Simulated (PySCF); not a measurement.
Telling isomers of C$_{6}$H$_{6}$F$_{4}$O apart by NMR

Equivalent nuclei averaged, relativity neglected, a single conformation, in vacuum. NMR shieldings at PBE0/pcSseg-1/GIAO; coordinates at the GFN2-xTB level; PySCF 2.14.0 with density-fitted response routines.

Shifts are taken against calculated references (same method and geometry level): $^{1}$H (σ = 31.72 ppm) and $^{13}$C (σ = 186.93 ppm) against TMS. Splittings of carbon signals by F and P are missing where no couplings were computed. Where no couplings were computed, multiplicities follow the n + 1 count of equivalent neighbours, and m marks all less simple cases (inequivalent or close neighbours, rings, F or P nearby). Shifts are as computed. Against solution values, carbons near 30 ppm lie about +3 ppm off and those near 130 ppm about +5 ppm. Of 1211 compounds with measured shifts, 218 miss one by over three times the rms of a fit or turn the order of signals round; such compounds aren't used in these exercises.

(1) Tabulate the signals of `CC/C(=C/C(F)(F)F)C(=O)F`, `CC/C=C(/C(=O)F)C(F)(F)F` and their relative energies.

(2) What is the quickest way to tell CC/C(=C/C(F)(F)F)C(=O)F from CC/C=C(/C(=O)F)C(F)(F)F?

## Answers

(1) 
```tsv
SMILES	carbon types	δC	δH	E rel. (kcal/mol)
CC/C(=C/C(F)(F)F)C(=O)F	3×C 1×CH 1×CH2 1×CH3	163.3, 152.2, 139.7, 130.2, 33.2, 16.0	6.38 (m, 1H), 2.55 (q, 2H), 1.21 (t, 3H)	2.9
CC/C=C(/C(=O)F)C(F)(F)F	3×C 1×CH 1×CH2 1×CH3	177.3, 163.3, 131.8, 126.0, 27.0, 15.3	7.92 (m, 1H), 2.88 (m, 2H), 1.31 (t, 3H)	0.0
```

Energies are electronic energies at PBE0/pcSseg-1 on these geometries, without zero-point or thermal terms, each for the one conformer computed, which needn't be the lowest.

(2) Both give the same number of carbon signals, with the same numbers of each carbon type, so the positions decide. The first has a β carbon of a C=C–C=O unit (CH) at 139.7 ppm, the second a β carbon of a C=C–C=O unit (CH) at 177.3 ppm. Their most deshielded carbons lie at 163.3 and 177.3 ppm. In the proton spectra the most deshielded non-exchanging signals are 6.38 (m, 1H) and 7.92 (m, 1H).
